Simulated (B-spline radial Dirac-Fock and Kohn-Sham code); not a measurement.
# Relativistic shifts of the levels of Nb⁺

System: niobium as Nb⁺, [Kr] 4d4.

Both columns are ΔSCF binding energies of the configuration average from a radial finite-basis atomic code: non-relativistic Hartree-Fock with a point nucleus, and Dirac-Fock with a finite nucleus and the Coulomb interaction alone, averaged over the two j levels with weights 2j+1.

```tsv
shell	Hartree-Fock (eV)	Dirac-Fock (eV)	shift (eV)	shift (%)
1s	18602.6	19048.4	+445.85	+2.40
2s	2616.2	2720.9	+104.68	+4.00
2p	2391.8	2419.3	+27.52	+1.15
3s	465.0	484.8	+19.76	+4.25
3p	378.7	384.0	+5.24	+1.38
3d	221.4	218.0	-3.37	-1.52
4s	72.92	75.99	+3.07	+4.21
4p	46.82	47.45	+0.63	+1.34
4d	12.69	12.45	-0.24	-1.89
```

Relativity binds 1s, 2s, 2p, 3s, 3p, 4s, 4p more strongly, among those listed most of all 3s in relative terms, and 3d, 4d more weakly, because the contracted s and p shells screen the nucleus better.

Values without a named source are computed, but for edge energies of neutral atoms, which are taken from tables.
